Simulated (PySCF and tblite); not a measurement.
Results of a calculation; reference values are marked as such.
C₄H₉BrO, numbered as in [CH3:1][O:2][CH2:3][CH2:4][CH2:5][Br:6].

Level: PBE0-D3(BJ)/pcSseg-1 (IEF-PCM, benzene)//GFN2-xTB, thermal terms from GFN2-xTB, symmetry numbers and mirror pairs counted. Conformers within 3 kcal/mol (GFN2-xTB free energy) were kept, 10 at most. Codes: tblite and PySCF.

Torsions listed: C1–O2–C3–C4, O2–C3–C4–C5, C3–C4–C5–Br6. Of a mirror pair one member is shown.

```
conformer              shape   symmetry  E(GFN2) kcal/mol
        1   -76°, -58°, 177°  C1 (pair)              0.44
        2  -72°, -171°, 180°  C1 (pair)              1.52
        3  -75°, -170°, -65°  C1 (pair)              0.78
        4   -178°, 72°, -70°  C1 (pair)              2.49
        5   -79°, -61°, -72°  C1 (pair)              0.54
        6    75°, 179°, -65°  C1 (pair)              1.31
        7   178°, -64°, -68°  C1 (pair)              0.00
        8  -179°, -62°, 180°  C1 (pair)              0.39
        9    177°, 175°, 64°  C1 (pair)              0.85
       10   180°, 180°, 180°         Cs              1.66
```

Q: Which of these conformers is the most populated at 298.15 K, and with what share?

A: Conformer 7, about 61 %.

Q: Give the DFT energies and free energies relative to the lowest, and all weights.

A: 
```
conformer              shape  E(DFT) kcal/mol  G(298.15 K) kcal/mol  weight %
        1   -76°, -58°, 177°             1.59                  1.56       4.4
        2  -72°, -171°, 180°             3.15                  2.94       0.4
        3  -75°, -170°, -65°             2.49                  2.47       0.9
        4   -178°, 72°, -70°             4.29                  4.06       0.1
        5   -79°, -61°, -72°             1.31                  1.44       5.4
        6    75°, 179°, -65°             2.58                  2.54       0.8
        7   178°, -64°, -68°             0.00                  0.00      61.1
        8  -179°, -62°, 180°             0.90                  0.73      17.8
        9    177°, 175°, 64°             1.43                  1.21       7.9
       10   180°, 180°, 180°             2.37                  2.37       1.1
```

Q: How does its share change from 220 K to 380 K?

A: From 76 % to 50 %; the mixing entropy goes from 3.08 to 4.43 cal/(mol K).
